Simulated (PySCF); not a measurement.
## Vibration and rotation of CsIn⁻

ROHF-MP2 constants of CsIn⁻, doublet, unpaired electrons π ↑ (basis Cs def2-SVPD with ECP46, In def2-SVPD with ECP28; scalar-relativistic core potentials; PySCF 2.14; masses 132.9054 and 114.9039 u):

```
ωe   : 50.8 cm⁻¹
ωexe : 0.227 cm⁻¹
Be   : 0.01631 cm⁻¹
αe   : 8.84e-05 cm⁻¹
```

**Question.** What force constant and bond length do these constants imply?

**Answer.** Reduced mass μred = 61.625 u; k = 5.8918×10⁻⁷·μred·ωe² (u, cm⁻¹, mdyn/Å) = 0.0937 mdyn/Å; Re = √(16.8576/(μred·Be)) (u, cm⁻¹, Å) = 4.095 Å.

**Question.** Estimate the centrifugal constant D from the Kratzer relation and find the Dunham coefficient a1.

**Answer.** D = 4Be³/ωe² = 6.73e-09 cm⁻¹; a1 = −1 − αeωe/(6Be²) = -3.81.

Correlated steps freeze 4 core orbitals. Spin–orbit coupling is left out, which matters for elements this heavy, above all for dissociation energies. The state was picked by a PBE0 search and need not be the measured ground state.
